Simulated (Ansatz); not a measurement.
Cost and result for the atomization energy of `COC1OCCO1` (15 atoms, 15 bonds).

```xyz
15

C    -1.2958    0.2561   -1.8763
O    -0.1680    0.6496   -1.1300
C     0.5123   -0.4227   -0.5614
O    -0.2442   -1.0585    0.4219
C    -0.0248   -0.3396    1.6269
C     1.2467    0.4769    1.3503
O     1.6442    0.0609    0.0522
H    -1.7102    1.1570   -2.3268
H    -1.0173   -0.4440   -2.6751
H    -2.0531   -0.2166   -1.2432
H     0.7800   -1.1640   -1.3237
H     0.0978   -1.0649    2.4328
H    -0.8785    0.3051    1.8526
H     2.0622    0.2529    2.0385
H     1.0486    1.5519    1.3612
```

Charge 0, multiplicity 1. The structure was optimised at the PBE0-D4/def2-TZVP level. It is one conformer, not always the lowest. Program: Ansatz. All runs use 2 threads of an AMD EPYC 7R13 on a shared host and a share of an NVIDIA H100 80 GB. Times are those of one run each, without the atoms' runs, and a repeat can differ threefold. Electronic energies, without spin–orbit coupling; frozen cores. CCSD(T)/CBS adds CCSD(T) − MP2 in def2-TZVPP to the MP2 limit, and its time is that of the two runs behind it. T1 = 0.012. B3LYP takes the VWN-RPA correlation (the form of Gaussian; ORCA's B3LYP/G).

CCSD(T)/CBS is a level of theory with its own doubt, some kJ/mol a heavy atom from the limit and from the frozen cores, so smaller differences don't rank the functionals.

| level | functions | wall time |
| --- | --- | --- |
| PBE0-D4/def2-TZVPP | 329 | 3.2 s |
| CCSD(T)/def2-SVP | 138 | 4 s |
| PBE-D4/def2-TZVPP (with forces) | 329 | 4.1 s |
| BHLYP-D4/def2-TZVPP | 329 | 4.1 s |
| BLYP-D4/def2-TZVPP | 329 | 4.2 s |
| r2SCANh-D4/def2-TZVPP | 329 | 4.8 s |
| B97M-V/def2-TZVPP | 329 | 4.9 s |
| r2SCAN-D4/def2-TZVPP (with forces) | 329 | 5.5 s |
| B3LYP-D4/def2-TZVPP (with forces) | 329 | 6 s |
| CAM-B3LYP-D4/def2-TZVPP | 329 | 6 s |
| MP2/def2-QZVPP | 639 | 6 s |
| CCSD(T)/def2-TZVPP | 329 | 18 s |
| CCSD(T)/CBS(def2) | – | 24 s |

(1) What atomization energy does each give, and how far from CCSD(T)/CBS? (An estimate is asked.)

Answers

(1) Ansatz gave: 
| level | atomization (kJ/mol) | difference from CCSD(T)/CBS | per bond |
| --- | --- | --- | --- |
| PBE0-D4/def2-TZVPP | 6141.1 | 38.3 | 2.6 |
| CCSD(T)/def2-SVP | 5817.0 | -285.8 | -19.1 |
| PBE-D4/def2-TZVPP (with forces) | 6290.3 | 187.5 | 12.5 |
| BHLYP-D4/def2-TZVPP | 5861.6 | -241.2 | -16.1 |
| BLYP-D4/def2-TZVPP | 6100.5 | -2.3 | -0.2 |
| r2SCANh-D4/def2-TZVPP | 6076.7 | -26.1 | -1.7 |
| B97M-V/def2-TZVPP | 6095.6 | -7.2 | -0.5 |
| r2SCAN-D4/def2-TZVPP (with forces) | 6125.5 | 22.7 | 1.5 |
| B3LYP-D4/def2-TZVPP (with forces) | 6087.6 | -15.2 | -1.0 |
| CAM-B3LYP-D4/def2-TZVPP | 6137.3 | 34.5 | 2.3 |
| MP2/def2-QZVPP | 6177.9 | 75.1 | 5.0 |
| CCSD(T)/def2-TZVPP | 5946.6 | -156.2 | -10.4 |
| CCSD(T)/CBS(def2) | 6102.8 | 0.0 | 0.0 |

From BLYP to BHLYP (50 % exact exchange), in def2-TZVPP and without D4, the atomization energy moves by −204.3 kJ/mol: exact exchange takes away binding that semilocal exchange gives to molecules. At CCSD(T), def2-SVP lies −285.8 kJ/mol from the extrapolated value and def2-TZVPP −156.2 kJ/mol: correlation converges slowly with the basis, and small sets miss more of it in the bonded molecule than in its fragments. In def2-TZVPP, CCSD(T) changes the Hartree–Fock value by +1652.7 kJ/mol (the triples alone add +104.4 kJ/mol) and MP2 by +1792.1 kJ/mol; breaking electron pairs costs correlation energy, which Hartree–Fock lacks.
